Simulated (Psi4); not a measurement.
AlI3, triplet, at a GFN2-xTB geometry (such geometries of metal compounds can be far from the true shape) (a higher spin typed on purpose: for a closed-shell molecule this is an excited state) (all electrons, no relativity); CAM-B3LYP/STO-3G in Psi4.

Input for Psi4:
```
memory 2 GB

molecule mol {
0 3
  Al   -0.003746   -0.617289    0.323713
  I    -2.539459   -1.196535   -0.373245
  I     0.010591    1.745410   -0.915312
  I     2.529787   -0.397465    1.209156
}

set basis sto-3g
set reference uks
set scf_type pk

energy('cam-b3lyp')
print_variables()
```

The log (banner, timings and long lists left out):

```
   => Loading Basis Set <=

    Name: STO-3G
    Role: ORBITAL
    Keyword: BASIS

         ---------------------------------------------------------
                                   SCF
               by Justin Turney, Rob Parrish, Andy Simmonett
                          and Daniel G. A. Smith
                              UKS Reference
         ---------------------------------------------------------

  ==> Geometry <==

    Molecular point group: c1
    Full point group: C1

    Geometry (in Angstrom), charge = 0, multiplicity = 3:

       Center              X                  Y                   Z               Mass
    ------------   -----------------  -----------------  -----------------  -----------------
         AL          -0.003784147066    -0.623566240192     0.327004841553    26.981538530000
         I           -2.539497147066    -1.202812240192    -0.369953158447   126.904471900000
         I            0.010552852934     1.739132759808    -0.912020158447   126.904471900000
         I            2.529748852934    -0.403742240192     1.212447841553   126.904471900000

  Running in c1 symmetry.

  Rotational constants: A =      0.02369  B =      0.00921  C =      0.00663 [cm^-1]
  Rotational constants: A =    710.20453  B =    276.17134  C =    198.84726 [MHz]
  Nuclear repulsion = 1440.559087929033240

  Charge       = 0
  Multiplicity = 3
  Electrons    = 172
  Nalpha       = 87
  Nbeta        = 85

  ==> Algorithm <==

  SCF Algorithm Type is PK.
  DIIS enabled.
  MOM disabled.
  Fractional occupation disabled.
  Guess Type is SAD.
  Energy threshold   = 1.00e-06
  Density threshold  = 1.00e-06
  Integral threshold = 1.00e-12

  ==> Primary Basis <==

  Basis Set: STO-3G
    Blend: STO-3G
    Number of shells: 38
    Number of basis functions: 90
    Number of Cartesian functions: 96
    Spherical Harmonics?: true
    Max angular momentum: 2

  ==> DFT Potential <==

   => LibXC <=

    Version 7.1.2
    S. Lehtola, C. Steigemann, M. J. T. Oliveira, and M. A. L. Marques,  SoftwareX 7, 1–5 (2018) (10.1016/j.softx.2017.11.002)

   => Composite Functional: CAM-B3LYP <=

    CAM-B3LYP Hyb-GGA Exchange-Correlation Functional

    T. Yanai, D. P. Tew, and N. C. Handy,  Chem. Phys. Lett. 393, 51 (2004) (10.1016/j.cplett.2004.06.011)

    Deriv               =              1
    GGA                 =           TRUE
    Meta                =          FALSE

    Exchange Hybrid     =           TRUE
    MP2 Hybrid          =          FALSE

   => Exchange Functionals <=

    0.3500         Becke 88 [omega = 0.3300]
    0.4600   Short-range recipe for B88 functional - erf [omega = 0.3300]

   => Exact (HF) Exchange <=

    0.4600            HF,LR [omega = 0.3300]
    0.1900               HF

   => Correlation Functionals <=

    0.1900   Vosko, Wilk & Nusair (VWN5)
    0.8100   Lee, Yang & Parr

   => LibXC Density Thresholds  <==

    XC_HYB_GGA_XC_CAM_B3LYP:  1.00E-14

   => Molecular Quadrature <=

    Radial Scheme          =       TREUTLER
    Pruning Scheme         =           NONE
    Nuclear Scheme         =       TREUTLER

    Blocking Scheme        =         OCTREE
    BS radius alpha        =              1
    Pruning alpha          =              1
    Radial Points          =             75
    Spherical Points       =            302
    Total Points           =          76388
    Total Blocks           =            662
    Max Points             =            256
    Max Functions          =             52
    Weights Tolerance      =       1.00E-15

  ==> Integral Setup <==

  Using in-core PK algorithm.
   Calculation information:
      Number of atoms:                   4
      Number of AO shells:              38
      Number of primitives:            114
      Number of atomic orbitals:        96
      Number of basis functions:        90

      Integral cutoff                 1.00e-12
      Number of threads:                 1

  Performing in-core PK
  Using 25159680 doubles for integral storage.
  We computed 88653 shell quartets total.
  Whereas there are 274911 unique shell quartets.

  Computing range-separated integrals for PK
  We computed 88653 wK shell quartets total.
  Whereas there are 274911 wK unique shell quartets.

  ==> DiskJK: Disk-Based J/K Matrices <==

    J tasked:                  Yes
    K tasked:                  Yes
    wK tasked:                 Yes
    Omega:               3.300E-01
    Schwarz Cutoff:          1E-12

  Minimum eigenvalue in the overlap matrix is 3.2600705654E-01.
  Reciprocal condition number of the overlap matrix is 1.8595049725E-01.
    Using symmetric orthogonalization.

  ==> Pre-Iterations <==

  SCF Guess: Superposition of Atomic Densities via on-the-fly atomic UHF (no occupation information).

   -------------------------
    Irrep   Nso     Nmo
   -------------------------
     A         90      90
   -------------------------
    Total      90      90
   -------------------------

  ==> Iterations <==

                        Total Energy        Delta E     RMS |[F,P]|

   @UKS iter SAD: -20795.14712219447392   -2.07951e+04   0.00000e+00
   @UKS iter   1: -20798.57588553298774   -3.42876e+00   3.36616e-03 DIIS/ADIIS
   @UKS iter   2: -20798.66831784432725   -9.24323e-02   2.24782e-03 DIIS/ADIIS
   @UKS iter   3: -20798.70882136919317   -4.05035e-02   1.46980e-04 DIIS/ADIIS
   @UKS iter   4: -20798.70933571316345   -5.14344e-04   4.52089e-05 DIIS
   @UKS iter   5: -20798.70938627770010   -5.05645e-05   1.66357e-05 DIIS
   @UKS iter   6: -20798.70939313715644   -6.85946e-06   4.01628e-06 DIIS
   @UKS iter   7: -20798.70939423083109   -1.09367e-06   2.14524e-06 DIIS
   @UKS iter   8: -20798.70939478755463   -5.56724e-07   8.33047e-07 DIIS
  Energy and wave function converged.

  ==> Post-Iterations <==

   Electrons on quadrature grid:
      Nalpha   =   86.9999986449 ; deviation = -1.355e-06
      Nbeta    =   84.9999968605 ; deviation = -3.140e-06
      Ntotal   =  171.9999955054 ; deviation = -4.495e-06

   @Spin Contamination Metric:   2.492407529E-03
   @S^2 Expected:                2.000000000E+00
   @S^2 Observed:                2.002492408E+00
   @S   Expected:                1.000000000E+00
   @S   Observed:                1.000000000E+00

    Orbital Energies [Eh]
    ---------------------

    Alpha Occupied:

[...]
    Alpha Virtual:

[...]
    Beta Occupied:

[...]
      85A     -0.194259

    Beta Virtual:

[...]
    Final Occupation by Irrep:
              A
    DOCC [    85 ]
    SOCC [     2 ]
    NA   [    87 ]
    NB   [    85 ]

  @UKS Final Energy: -20798.70939478755463

   => Energetics <=

    Nuclear Repulsion Energy =           1440.5590879290332396
    One-Electron Energy =              -31539.8570056422831840
    Two-Electron Energy =                9732.4240667043577560
    DFT Exchange-Correlation Energy =    -431.8355437786588595
    Empirical Dispersion Energy =           0.0000000000000000
    VV10 Nonlocal Energy =                  0.0000000000000000
    Total Energy =                     -20798.7093947875546291

  UHF NO Occupations:
  HONO-2 :   85  A 1.9992232
  HONO-1 :   86  A 1.0000000
  HONO-0 :   87  A 1.0000000
  LUNO+0 :   88  A 0.0007768
  LUNO+1 :   89  A 0.0004231
  LUNO+2 :   90  A 0.0000467

Computation Completed

Properties will be evaluated at   0.000000,   0.000000,   0.000000 [a0]

Properties computed using the SCF density matrix

 Multipole Moments:

 ------------------------------------------------------------------------------------
     Multipole            Electronic (a.u.)      Nuclear  (a.u.)        Total (a.u.)
 ------------------------------------------------------------------------------------

 L = 1.  Multiply by 2.5417464519 to convert [e a0] to [Debye]
 Dipole X            :          0.0106075           -0.0123820           -0.0017746
 Dipole Y            :          1.7455556           -2.0403606           -0.2948050
 Dipole Z            :         -0.9153824            1.0699870            0.1546047
 Magnitude           :                                                    0.3328900

 ------------------------------------------------------------------------------------

  Variable Map:
  ----------------------------------------------------------------------------
[...]
  Array Variable Map:
  ----------------------------------------------------------------------------
[...]
[...]
```
